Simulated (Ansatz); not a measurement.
Consider the cleavage of the Si–Sb bond: `[SiH3][SbH2]` + `O[SiH](Cl)Cl` → `[SiH3]O[SiH](Cl)Cl` + `[SbH3]`.

Program: Ansatz. Geometries: PBE0-D4/def2-TZVP. ΔE: electronic, gas phase. CBS: MP2 limit from def2 TZ/QZ plus the TZ coupled-cluster correction, frozen cores. This one scheme is used for every species. Functionals use def2-TZVPP. B3LYP here is the variant with VWN-RPA as its local correlation; programs differ in this. def2 core potentials past Kr. For Sb outer-core shells are correlated without core-valence functions, which leaves a few kJ/mol of doubt a bond. One conformer a species, not always the lowest.

`[SiH3][SbH2]`:

```xyz
7

Si    0.665   -0.491   -0.472
Sb   -1.598    0.087    0.610
H     0.449   -0.746   -1.921
H     1.188   -1.734    0.155
H     1.670    0.592   -0.316
H    -1.560    1.651   -0.078
H    -0.813    0.641    2.022
```

`O[SiH](Cl)Cl`:

```xyz
6

O    -0.106    0.896   -0.991
Si   -0.117   -0.006    0.356
Cl    1.781   -0.409    0.991
Cl   -1.048   -1.795    0.039
H     0.325    0.560   -1.779
H    -0.835    0.753    1.385
```

`[SiH3]O[SiH](Cl)Cl`:

Cartesian coordinates in Å:
```
Si -1.014 -0.450 -1.147
O -0.463 0.245 0.243
Si 0.803 0.529 1.191
Cl 1.560 -1.230 1.891
Cl 2.264 1.485 0.138
H -2.476 -0.223 -1.201
H -0.720 -1.904 -1.126
H -0.352 0.183 -2.314
H 0.398 1.366 2.326
```

`[SbH3]`:

```xyz
4

Sb   -0.137   -0.410   -0.577
H     0.797   -0.915    0.759
H    -1.338    0.234    0.452
H     0.678    1.090   -0.634
```

```csv
level,ΔE (kJ/mol),difference from CCSD(T)/CBS
PBE-D4,-47.8,19.1
revPBE-D4,-49.9,17.0
B3LYP-D4,-72.0,-5.1
BHLYP-D4,-80.8,-13.9
ωB97X-V,-70.3,-3.4
BLYP,-64.1,2.8
HF/def2-TZVPP,-92.8,-25.9
CCSD/def2-TZVPP,-75.8,-8.9
HF/def2-QZVPP,-95.2,-28.3
MP2/CBS(def2),-65.0,1.9
CCSD(T)/CBS,-66.9,0
```

Largest T1 diagnostic among the species: 0.014.

In def2-TZVPP, CCSD(T) changes the Hartree–Fock value by +20.4 kJ/mol (the triples alone add +3.4 kJ/mol) and MP2 by +22.2 kJ/mol. From BLYP to BHLYP (50 % exact exchange), in def2-TZVPP and without D4, ΔE moves by −15.3 kJ/mol.
